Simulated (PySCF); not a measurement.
## Calculated data, AlH2NO, ClH2Si

Calculation on a computer-drawn molecule: vertical ionisation energy to the stated ion spin, frozen-core CCSD(T) at the basis limit and cheaper methods, single-reference cases, UHF for radicals, no spin-orbit; all values are single points at the evaluated structure, the first of each entry, which is the reference or a displaced copy of it and isn't optimised; the reference structure only sets the zero of the energies above reference; triples share is (T) over the correlation energy. Program: PySCF 2.14.0.

Common to all runs: multiplicity 1; ion multiplicity 2; diffuse functions no; basis cc-pV(n+d)Z; reference is the Hartree-Fock double-zeta minimum; best is HF at quadruple zeta + MP2 correlation extrapolated from triple and quadruple zeta + CCSD(T) minus MP2 at triple zeta; basis step is the size of the change from the same recipe one zeta lower.

```yaml
- entry: 1
  formula: AlH2NO
  evaluated_structure:
    atoms_angstrom:
      - ["N", 0.7359, -0.2321, -1.5151]
      - [Al, -0.0366, 0.6865, -2.501]
      - [O, -1.0026, 1.5568, -3.6319]
      - [H, 1.3845, -0.6485, -0.8718]
      - [H, -1.8323, 1.3825, -4.033]
  reference_structure:
    atoms_angstrom:
      - ["N", 0.7656, -0.1704, -1.4983]
      - [Al, -0.0801, 0.6761, -2.5395]
      - [O, -0.9964, 1.5302, -3.6287]
      - [H, 1.3596, -0.6271, -0.8526]
      - [H, -1.8261, 1.4117, -4.0566]
  given:
    charge: 0
    drawn_bonds_atom: [1, 2, 1, 3]
    drawn_bonds_other_atom: [2, 3, 4, 5]
    drawn_bonds_order: [2, 1, 1, 1]
  results:
    "ionisation_energy_best [eV]": 8.99
    "ionisation_energy_basis_step [eV]": 0.08495
    "energy_above_reference_best [kcal/mol]": 2.6
    "energy_above_reference_basis_step [kcal/mol]": 0.221
    triple_zeta_method: [HF, PBE, r2SCAN, B3LYP, wB97X, MP2, CCSD, "CCSD(T)"]
    "triple_zeta_ionisation_energy [eV]": [7.06, 8.868, 8.68, 8.804, 8.7, 8.926, 8.597, 8.751]
    "triple_zeta_energy_above_reference [kcal/mol]": [3.096, 2.077, 2.52, 2.343, 2.451, 2.64, 2.61, 2.539]
    "ionisation_energy_Koopmans_at_triple_zeta [eV]": 9.417
    "ionisation_energy_EOM_CCSD_at_triple_zeta [eV]": 8.787
    "total_energy_HF_triple_zeta [hartree]": -372.4500
    "total_energy_CCSD(T)_triple_zeta [hartree]": -373.0033
    "total_energy_best [hartree]": -373.0865
    T1_diagnostic_at_triple_zeta: 0.01669
    D1_diagnostic_at_triple_zeta: 0.04234
    ion_T1_diagnostic_at_triple_zeta: 0.01455
    ion_D1_diagnostic_at_triple_zeta: 0.03878
    ion_spin_squared_at_triple_zeta: 0.7592
    triples_share_at_triple_zeta: 0.03968
    basis_functions_triple_zeta: 127
    "dipole_magnitude_HF_at_triple_zeta [debye]": 2.99
    "dipole_magnitude_CCSD_unrelaxed_at_triple_zeta [debye]": 2.598
    "dipole_magnitude_PBE_at_triple_zeta [debye]": 2.463
    "dipole_magnitude_r2SCAN_at_triple_zeta [debye]": 2.617
    "dipole_magnitude_B3LYP_at_triple_zeta [debye]": 2.583
    "dipole_magnitude_wB97X_at_triple_zeta [debye]": 2.756
- entry: 2
  formula: AlH2NO
  evaluated_structure:
    atoms_angstrom:
      - ["N", 0.7359, -0.2321, -1.5151]
      - [Al, -0.0366, 0.6865, -2.501]
      - [O, -1.0026, 1.5568, -3.6319]
      - [H, 1.3128, -0.6025, -0.9429]
      - [H, -1.8323, 1.3825, -4.033]
  reference_structure:
    atoms_angstrom:
      - ["N", 0.7656, -0.1704, -1.4983]
      - [Al, -0.0801, 0.6761, -2.5395]
      - [O, -0.9964, 1.5302, -3.6287]
      - [H, 1.3596, -0.6271, -0.8526]
      - [H, -1.8261, 1.4117, -4.0566]
  given:
    charge: 0
    drawn_bonds_atom: [1, 2, 1, 3]
    drawn_bonds_other_atom: [2, 3, 4, 5]
    drawn_bonds_order: [2, 1, 1, 1]
  results:
    "ionisation_energy_best [eV]": 9.049
    "ionisation_energy_basis_step [eV]": 0.08536
    "energy_above_reference_best [kcal/mol]": 10.16
    "energy_above_reference_basis_step [kcal/mol]": 0.09899
    triple_zeta_method: [HF, PBE, r2SCAN, B3LYP, wB97X, MP2, CCSD, "CCSD(T)"]
    "triple_zeta_ionisation_energy [eV]": [7.131, 8.935, 8.747, 8.875, 8.772, 8.977, 8.665, 8.815]
    "triple_zeta_energy_above_reference [kcal/mol]": [9.045, 10.62, 10.13, 9.903, 9.899, 10.37, 9.993, 10.2]
    "ionisation_energy_Koopmans_at_triple_zeta [eV]": 9.457
    "ionisation_energy_EOM_CCSD_at_triple_zeta [eV]": 8.861
    "total_energy_HF_triple_zeta [hartree]": -372.4405
    "total_energy_CCSD(T)_triple_zeta [hartree]": -372.9910
    "total_energy_best [hartree]": -373.0745
    T1_diagnostic_at_triple_zeta: 0.01647
    D1_diagnostic_at_triple_zeta: 0.04133
    ion_T1_diagnostic_at_triple_zeta: 0.01435
    ion_D1_diagnostic_at_triple_zeta: 0.03893
    ion_spin_squared_at_triple_zeta: 0.7583
    triples_share_at_triple_zeta: 0.03907
    basis_functions_triple_zeta: 127
    "dipole_magnitude_HF_at_triple_zeta [debye]": 3.107
    "dipole_magnitude_CCSD_unrelaxed_at_triple_zeta [debye]": 2.717
    "dipole_magnitude_PBE_at_triple_zeta [debye]": 2.583
    "dipole_magnitude_r2SCAN_at_triple_zeta [debye]": 2.736
    "dipole_magnitude_B3LYP_at_triple_zeta [debye]": 2.704
    "dipole_magnitude_wB97X_at_triple_zeta [debye]": 2.872
- entry: 3
  formula: AlH2NO
  evaluated_structure:
    atoms_angstrom:
      - ["N", 0.7359, -0.2321, -1.5151]
      - [Al, -0.0366, 0.6865, -2.501]
      - [O, -1.0026, 1.5568, -3.6319]
      - [H, 1.5189, -0.7348, -0.7385]
      - [H, -1.8323, 1.3825, -4.033]
  reference_structure:
    atoms_angstrom:
      - ["N", 0.7656, -0.1704, -1.4983]
      - [Al, -0.0801, 0.6761, -2.5395]
      - [O, -0.9964, 1.5302, -3.6287]
      - [H, 1.3596, -0.6271, -0.8526]
      - [H, -1.8261, 1.4117, -4.0566]
  given:
    charge: 0
    drawn_bonds_atom: [1, 2, 1, 3]
    drawn_bonds_other_atom: [2, 3, 4, 5]
    drawn_bonds_order: [2, 1, 1, 1]
  results:
    "ionisation_energy_best [eV]": 8.884
    "ionisation_energy_basis_step [eV]": 0.08238
    "energy_above_reference_best [kcal/mol]": 19.9
    "energy_above_reference_basis_step [kcal/mol]": 0.341
    triple_zeta_method: [HF, PBE, r2SCAN, B3LYP, wB97X, MP2, CCSD, "CCSD(T)"]
    "triple_zeta_ionisation_energy [eV]": [6.923, 8.747, 8.561, 8.677, 8.568, 8.838, 8.477, 8.638]
    "triple_zeta_energy_above_reference [kcal/mol]": [24.43, 17.72, 19.81, 19.59, 20.6, 20.08, 20.56, 19.87]
    "ionisation_energy_Koopmans_at_triple_zeta [eV]": 9.374
    "ionisation_energy_EOM_CCSD_at_triple_zeta [eV]": 8.655
    "total_energy_HF_triple_zeta [hartree]": -372.4160
    "total_energy_CCSD(T)_triple_zeta [hartree]": -372.9756
    "total_energy_best [hartree]": -373.0590
    T1_diagnostic_at_triple_zeta: 0.0174
    D1_diagnostic_at_triple_zeta: 0.045
    ion_T1_diagnostic_at_triple_zeta: 0.01533
    ion_D1_diagnostic_at_triple_zeta: 0.03847
    ion_spin_squared_at_triple_zeta: 0.7636
    triples_share_at_triple_zeta: 0.04098
    basis_functions_triple_zeta: 127
    "dipole_magnitude_HF_at_triple_zeta [debye]": 2.808
    "dipole_magnitude_CCSD_unrelaxed_at_triple_zeta [debye]": 2.415
    "dipole_magnitude_PBE_at_triple_zeta [debye]": 2.273
    "dipole_magnitude_r2SCAN_at_triple_zeta [debye]": 2.428
    "dipole_magnitude_B3LYP_at_triple_zeta [debye]": 2.395
    "dipole_magnitude_wB97X_at_triple_zeta [debye]": 2.571
- entry: 4
  formula: AlH2NO
  evaluated_structure:
    atoms_angstrom:
      - ["N", 0.7359, -0.2321, -1.5151]
      - [Al, -0.0366, 0.6865, -2.501]
      - [O, -1.0026, 1.5568, -3.6319]
      - [H, 1.6604, -0.8256, -0.5982]
      - [H, -1.8323, 1.3825, -4.033]
  reference_structure:
    atoms_angstrom:
      - ["N", 0.7656, -0.1704, -1.4983]
      - [Al, -0.0801, 0.6761, -2.5395]
      - [O, -0.9964, 1.5302, -3.6287]
      - [H, 1.3596, -0.6271, -0.8526]
      - [H, -1.8261, 1.4117, -4.0566]
  given:
    charge: 0
    drawn_bonds_atom: [1, 2, 1, 3]
    drawn_bonds_other_atom: [2, 3, 4, 5]
    drawn_bonds_order: [2, 1, 1, 1]
  results:
    "ionisation_energy_best [eV]": 8.799
    "ionisation_energy_basis_step [eV]": 0.06989
    "energy_above_reference_best [kcal/mol]": 50.73
    "energy_above_reference_basis_step [kcal/mol]": 0.4901
    triple_zeta_method: [HF, PBE, r2SCAN, B3LYP, wB97X, MP2, CCSD, "CCSD(T)"]
    "triple_zeta_ionisation_energy [eV]": [6.771, 8.639, 8.451, 8.563, 8.44, 8.791, 8.373, 8.546]
    "triple_zeta_energy_above_reference [kcal/mol]": [60.7, 47.37, 51.06, 50.74, 53.41, 51.82, 52.37, 50.87]
    "ionisation_energy_Koopmans_at_triple_zeta [eV]": 9.384
    "ionisation_energy_EOM_CCSD_at_triple_zeta [eV]": 8.537
    "total_energy_HF_triple_zeta [hartree]": -372.3581
    "total_energy_CCSD(T)_triple_zeta [hartree]": -372.9262
    "total_energy_best [hartree]": -373.0098
    T1_diagnostic_at_triple_zeta: 0.01872
    D1_diagnostic_at_triple_zeta: 0.04884
    ion_T1_diagnostic_at_triple_zeta: 0.02028
    ion_D1_diagnostic_at_triple_zeta: 0.05687
    ion_spin_squared_at_triple_zeta: 0.7943
    triples_share_at_triple_zeta: 0.04265
    basis_functions_triple_zeta: 127
    "dipole_magnitude_HF_at_triple_zeta [debye]": 2.706
    "dipole_magnitude_CCSD_unrelaxed_at_triple_zeta [debye]": 2.321
    "dipole_magnitude_PBE_at_triple_zeta [debye]": 2.147
    "dipole_magnitude_r2SCAN_at_triple_zeta [debye]": 2.3
    "dipole_magnitude_B3LYP_at_triple_zeta [debye]": 2.279
    "dipole_magnitude_wB97X_at_triple_zeta [debye]": 2.44
- entry: 5
  formula: AlH2NO
  evaluated_structure:
    atoms_angstrom:
      - ["N", 0.7359, -0.2321, -1.5151]
      - [Al, -0.0366, 0.6865, -2.501]
      - [O, -1.0026, 1.5568, -3.6319]
      - [H, 1.6675, -0.8302, -0.5911]
      - [H, -1.8323, 1.3825, -4.033]
  reference_structure:
    atoms_angstrom:
      - ["N", 0.7656, -0.1704, -1.4983]
      - [Al, -0.0801, 0.6761, -2.5395]
      - [O, -0.9964, 1.5302, -3.6287]
      - [H, 1.3596, -0.6271, -0.8526]
      - [H, -1.8261, 1.4117, -4.0566]
  given:
    charge: 0
    drawn_bonds_atom: [1, 2, 1, 3]
    drawn_bonds_other_atom: [2, 3, 4, 5]
    drawn_bonds_order: [2, 1, 1, 1]
  results:
    "ionisation_energy_best [eV]": 8.796
    "ionisation_energy_basis_step [eV]": 0.06819
    "energy_above_reference_best [kcal/mol]": 52.3
    "energy_above_reference_basis_step [kcal/mol]": 0.5021
    triple_zeta_method: [HF, PBE, r2SCAN, B3LYP, wB97X, MP2, CCSD, "CCSD(T)"]
    "triple_zeta_ionisation_energy [eV]": [6.762, 8.635, 8.446, 8.558, 8.434, 8.794, 8.369, 8.543]
    "triple_zeta_energy_above_reference [kcal/mol]": [62.58, 48.9, 52.67, 52.35, 55.11, 53.46, 53.99, 52.45]
    "ionisation_energy_Koopmans_at_triple_zeta [eV]": 9.386
    "ionisation_energy_EOM_CCSD_at_triple_zeta [eV]": 8.532
    "total_energy_HF_triple_zeta [hartree]": -372.3552
    "total_energy_CCSD(T)_triple_zeta [hartree]": -372.9237
    "total_energy_best [hartree]": -373.0073
    T1_diagnostic_at_triple_zeta: 0.01881
    D1_diagnostic_at_triple_zeta: 0.04906
    ion_T1_diagnostic_at_triple_zeta: 0.02099
    ion_D1_diagnostic_at_triple_zeta: 0.06093
    ion_spin_squared_at_triple_zeta: 0.7989
    triples_share_at_triple_zeta: 0.04274
    basis_functions_triple_zeta: 127
    "dipole_magnitude_HF_at_triple_zeta [debye]": 2.704
    "dipole_magnitude_CCSD_unrelaxed_at_triple_zeta [debye]": 2.32
    "dipole_magnitude_PBE_at_triple_zeta [debye]": 2.143
    "dipole_magnitude_r2SCAN_at_triple_zeta [debye]": 2.296
    "dipole_magnitude_B3LYP_at_triple_zeta [debye]": 2.276
    "dipole_magnitude_wB97X_at_triple_zeta [debye]": 2.435
- entry: 6
  formula: AlH2NO
  evaluated_structure:
    atoms_angstrom:
      - ["N", 0.765, -0.1705, -1.4976]
      - [Al, -0.0792, 0.6756, -2.5398]
      - [O, -0.997, 1.5304, -3.6289]
      - [H, 1.36, -0.6266, -0.8529]
      - [H, -1.8261, 1.4109, -4.0561]
  reference_structure:
    atoms_angstrom:
      - ["N", 0.7656, -0.1704, -1.4983]
      - [Al, -0.0801, 0.6761, -2.5395]
      - [O, -0.9964, 1.5302, -3.6287]
      - [H, 1.3596, -0.6271, -0.8526]
      - [H, -1.8261, 1.4117, -4.0566]
  given:
    charge: 0
    drawn_bonds_atom: [1, 2, 1, 3]
    drawn_bonds_other_atom: [2, 3, 4, 5]
    drawn_bonds_order: [2, 1, 1, 1]
  results:
    "ionisation_energy_best [eV]": 8.767
    "ionisation_energy_basis_step [eV]": 0.08718
    "energy_above_reference_best [kcal/mol]": 0.01361
    "energy_above_reference_basis_step [kcal/mol]": 0.0007433
    triple_zeta_method: [HF, PBE, r2SCAN, B3LYP, wB97X, MP2, CCSD, "CCSD(T)"]
    "triple_zeta_ionisation_energy [eV]": [6.812, 8.662, 8.457, 8.579, 8.469, 8.705, 8.366, 8.525]
    "triple_zeta_energy_above_reference [kcal/mol]": [0.00365, 0.01965, 0.01756, 0.01553, 0.01374, 0.01581, 0.01322, 0.01463]
    "ionisation_energy_Koopmans_at_triple_zeta [eV]": 9.15
    "ionisation_energy_EOM_CCSD_at_triple_zeta [eV]": 8.554
    "total_energy_HF_triple_zeta [hartree]": -372.4549
    "total_energy_CCSD(T)_triple_zeta [hartree]": -373.0073
    "total_energy_best [hartree]": -373.0906
    T1_diagnostic_at_triple_zeta: 0.01619
    D1_diagnostic_at_triple_zeta: 0.03973
    ion_T1_diagnostic_at_triple_zeta: 0.0137
    ion_D1_diagnostic_at_triple_zeta: 0.03407
    ion_spin_squared_at_triple_zeta: 0.7594
    triples_share_at_triple_zeta: 0.03953
    basis_functions_triple_zeta: 127
    "dipole_magnitude_HF_at_triple_zeta [debye]": 3.619
    "dipole_magnitude_CCSD_unrelaxed_at_triple_zeta [debye]": 3.16
    "dipole_magnitude_PBE_at_triple_zeta [debye]": 2.987
    "dipole_magnitude_r2SCAN_at_triple_zeta [debye]": 3.168
    "dipole_magnitude_B3LYP_at_triple_zeta [debye]": 3.14
    "dipole_magnitude_wB97X_at_triple_zeta [debye]": 3.335
- entry: 7
  formula: ClH2Si
  evaluated_structure:
    atoms_angstrom:
      - [Si, -0.6237, -0.2511, -1.3335]
      - [Cl, -2.0118, 0.7795, -2.2372]
      - [H, 0.597, 0.4445, -0.9156]
      - [H, -0.8323, -1.6655, -1.1048]
  reference_structure:
    atoms_angstrom:
      - [Si, -0.618, -0.2505, -1.325]
      - [Cl, -2.0125, 0.7703, -2.2321]
      - [H, 0.5982, 0.4416, -0.9209]
      - [H, -0.8413, -1.6695, -1.0833]
  given:
    charge: 1
    drawn_bonds_atom: [1, 1, 1]
    drawn_bonds_other_atom: [2, 3, 4]
    drawn_bonds_order: [1, 1, 1]
  results:
    "ionisation_energy_best [eV]": 18.95
    "ionisation_energy_basis_step [eV]": 0.07167
    "energy_above_reference_best [kcal/mol]": 0.04151
    "energy_above_reference_basis_step [kcal/mol]": 0.002544
    triple_zeta_method: [HF, PBE, r2SCAN, B3LYP, wB97X, MP2, CCSD, "CCSD(T)"]
    "triple_zeta_ionisation_energy [eV]": [17.76, 18.38, 18.53, 18.62, 18.77, 18.97, 18.72, 18.77]
    "triple_zeta_energy_above_reference [kcal/mol]": [0.03684, 0.05115, 0.04457, 0.04667, 0.04062, 0.04057, 0.03977, 0.04175]
    "ionisation_energy_Koopmans_at_triple_zeta [eV]": 19.25
    "ionisation_energy_EOM_CCSD_at_triple_zeta [eV]": 18.8
    "total_energy_HF_triple_zeta [hartree]": -749.3649
    "total_energy_CCSD(T)_triple_zeta [hartree]": -749.6945
    "total_energy_best [hartree]": -749.7475
    T1_diagnostic_at_triple_zeta: 0.01285
    D1_diagnostic_at_triple_zeta: 0.03598
    ion_T1_diagnostic_at_triple_zeta: 0.03658
    ion_D1_diagnostic_at_triple_zeta: 0.1619
    ion_spin_squared_at_triple_zeta: 0.7638
    triples_share_at_triple_zeta: 0.03786
    basis_functions_triple_zeta: 106
- entry: 8
  formula: ClH2Si
  evaluated_structure:
    atoms_angstrom:
      - [Si, -0.632, -0.2122, -1.3493]
      - [Cl, -1.9983, 0.7512, -2.2185]
      - [H, 0.5304, 0.3706, -0.8777]
      - [H, -0.8469, -1.5889, -1.0988]
  reference_structure:
    atoms_angstrom:
      - [Si, -0.618, -0.2505, -1.325]
      - [Cl, -2.0125, 0.7703, -2.2321]
      - [H, 0.5982, 0.4416, -0.9209]
      - [H, -0.8413, -1.6695, -1.0833]
  given:
    charge: 1
    drawn_bonds_atom: [1, 1, 1]
    drawn_bonds_other_atom: [2, 3, 4]
    drawn_bonds_order: [1, 1, 1]
  results:
    "ionisation_energy_best [eV]": 19.23
    "ionisation_energy_basis_step [eV]": 0.07193
    "energy_above_reference_best [kcal/mol]": 3.883
    "energy_above_reference_basis_step [kcal/mol]": 0.213
    triple_zeta_method: [HF, PBE, r2SCAN, B3LYP, wB97X, MP2, CCSD, "CCSD(T)"]
    "triple_zeta_ionisation_energy [eV]": [18.12, 18.59, 18.75, 18.85, 19.03, 19.3, 19.02, 19.05]
    "triple_zeta_energy_above_reference [kcal/mol]": [3.285, 5.419, 4.255, 4.323, 3.709, 3.689, 3.932, 4.166]
    "ionisation_energy_Koopmans_at_triple_zeta [eV]": 19.5
    "ionisation_energy_EOM_CCSD_at_triple_zeta [eV]": 19.08
    "total_energy_HF_triple_zeta [hartree]": -749.3597
    "total_energy_CCSD(T)_triple_zeta [hartree]": -749.6879
    "total_energy_best [hartree]": -749.7414
    T1_diagnostic_at_triple_zeta: 0.01158
    D1_diagnostic_at_triple_zeta: 0.03162
    ion_T1_diagnostic_at_triple_zeta: 0.04242
    ion_D1_diagnostic_at_triple_zeta: 0.1902
    ion_spin_squared_at_triple_zeta: 0.7651
    triples_share_at_triple_zeta: 0.0369
    basis_functions_triple_zeta: 106
- entry: 9
  formula: ClH2Si
  evaluated_structure:
    atoms_angstrom:
      - [Si, -0.7047, -0.3277, -1.2969]
      - [Cl, -2.04, 0.7286, -2.2495]
      - [H, 0.5601, 0.3522, -0.867]
      - [H, -0.862, -1.6283, -1.0146]
  reference_structure:
    atoms_angstrom:
      - [Si, -0.618, -0.2505, -1.325]
      - [Cl, -2.0125, 0.7703, -2.2321]
      - [H, 0.5982, 0.4416, -0.9209]
      - [H, -0.8413, -1.6695, -1.0833]
  given:
    charge: 1
    drawn_bonds_atom: [1, 1, 1]
    drawn_bonds_other_atom: [2, 3, 4]
    drawn_bonds_order: [1, 1, 1]
  results:
    "ionisation_energy_best [eV]": 19.02
    "ionisation_energy_basis_step [eV]": 0.07207
    "energy_above_reference_best [kcal/mol]": 4.822
    "energy_above_reference_basis_step [kcal/mol]": 0.1268
    triple_zeta_method: [HF, PBE, r2SCAN, B3LYP, wB97X, MP2, CCSD, "CCSD(T)"]
    "triple_zeta_ionisation_energy [eV]": [17.83, 18.45, 18.6, 18.68, 18.84, 19.05, 18.79, 18.84]
    "triple_zeta_energy_above_reference [kcal/mol]": [4.55, 5.395, 5.002, 4.834, 4.855, 4.64, 4.706, 4.76]
    "ionisation_energy_Koopmans_at_triple_zeta [eV]": 19.32
    "ionisation_energy_EOM_CCSD_at_triple_zeta [eV]": 18.87
    "total_energy_HF_triple_zeta [hartree]": -749.3577
    "total_energy_CCSD(T)_triple_zeta [hartree]": -749.6869
    "total_energy_best [hartree]": -749.7399
    T1_diagnostic_at_triple_zeta: 0.01272
    D1_diagnostic_at_triple_zeta: 0.03561
    ion_T1_diagnostic_at_triple_zeta: 0.03735
    ion_D1_diagnostic_at_triple_zeta: 0.1658
    ion_spin_squared_at_triple_zeta: 0.764
    triples_share_at_triple_zeta: 0.03765
    basis_functions_triple_zeta: 106
- entry: 10
  formula: ClH2Si
  evaluated_structure:
    atoms_angstrom:
      - [Si, -0.5884, -0.3535, -1.2521]
      - [Cl, -2.0515, 0.6204, -2.244]
      - [H, 0.5565, 0.4735, -0.9084]
      - [H, -0.8781, -1.7038, -1.1165]
  reference_structure:
    atoms_angstrom:
      - [Si, -0.618, -0.2505, -1.325]
      - [Cl, -2.0125, 0.7703, -2.2321]
      - [H, 0.5982, 0.4416, -0.9209]
      - [H, -0.8413, -1.6695, -1.0833]
  given:
    charge: 1
    drawn_bonds_atom: [1, 1, 1]
    drawn_bonds_other_atom: [2, 3, 4]
    drawn_bonds_order: [1, 1, 1]
  results:
    "ionisation_energy_best [eV]": 18.63
    "ionisation_energy_basis_step [eV]": 0.07143
    "energy_above_reference_best [kcal/mol]": 4.131
    "energy_above_reference_basis_step [kcal/mol]": 0.3574
    triple_zeta_method: [HF, PBE, r2SCAN, B3LYP, wB97X, MP2, CCSD, "CCSD(T)"]
    "triple_zeta_ionisation_energy [eV]": [17.31, 18.27, 18.37, 18.42, 18.47, 18.58, 18.36, 18.44]
    "triple_zeta_energy_above_reference [kcal/mol]": [4.306, 3.776, 4.058, 3.715, 4.291, 4.049, 4.052, 3.933]
    "ionisation_energy_Koopmans_at_triple_zeta [eV]": 18.97
    "ionisation_energy_EOM_CCSD_at_triple_zeta [eV]": 18.48
    "total_energy_HF_triple_zeta [hartree]": -749.3581
    "total_energy_CCSD(T)_triple_zeta [hartree]": -749.6883
    "total_energy_best [hartree]": -749.7410
    T1_diagnostic_at_triple_zeta: 0.01437
    D1_diagnostic_at_triple_zeta: 0.04214
    ion_T1_diagnostic_at_triple_zeta: 0.02337
    ion_D1_diagnostic_at_triple_zeta: 0.09584
    ion_spin_squared_at_triple_zeta: 0.762
    triples_share_at_triple_zeta: 0.03838
    basis_functions_triple_zeta: 106
```
